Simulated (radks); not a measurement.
The numbers below are computed, except where a source is named.
All-electron atom: Mg V in [He] 2s2 2p4.

Code: a radial shooting solver on a logarithmic mesh with Libxc functionals. Model: Dirac Kohn-Sham, PBE, spin-unpolarised, spherical densities, point nucleus; open shells fill j = l - 1/2 first.

Energy parts (hartree):
part                      energy
total                 -192.33472
kinetic                192.74818
electron-nucleus      -436.82436
Hartree                 65.69190
exchange-correlation   -13.95045

Orbitals (lengths in bohr, moments of r in powers of bohr; r(max) is where P^2 peaks):
orbital  occ.  eigenvalue (hartree)    <r^2>   r(max)  small-component weight
1s1/2       2             -49.94129  0.02293  0.08505                1.79e-03
2s1/2       2              -5.90634   0.4999   0.5276                2.67e-04
2p1/2       2              -4.74223   0.4558   0.4493                2.49e-04
2p3/2       2              -4.72904   0.4581   0.4506                2.48e-04

The highest occupied level is 2p3/2 at -128.68 eV. Summed over all electrons, <r^2> = 2.873 bohr^2, which gives a Langevin (diamagnetic) susceptibility term of -2.28 x 10^-6 cm^3/mol.
